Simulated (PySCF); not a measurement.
**Electron correlation in P⁻ (phosphorus, charge -1)**

[Ne] 3s2 3p4, high-spin 3P determinant. Calculation: PySCF 2.14, in x2c-TZVPPall with one added diffuse shell each of s, p, d type (6s6p4d1f, 51 functions); the spin-free X2C one-electron Hamiltonian (Gaussian nucleus). Frozen: 1s2; 14 electrons correlated.

```csv
level,correlation energy (mhartree)
CCSD,-289.87
(T),-7.73
CCSD(T),-297.60
```

Diagnostics: T1 = 0.0096, D1 = 0.0374, largest double amplitude 0.048.

Cost of the coupled-cluster step: roughly 15 core-seconds, for 14 correlated electrons.

This basis was not built for core-valence correlation, so the inner-shell part is incomplete.
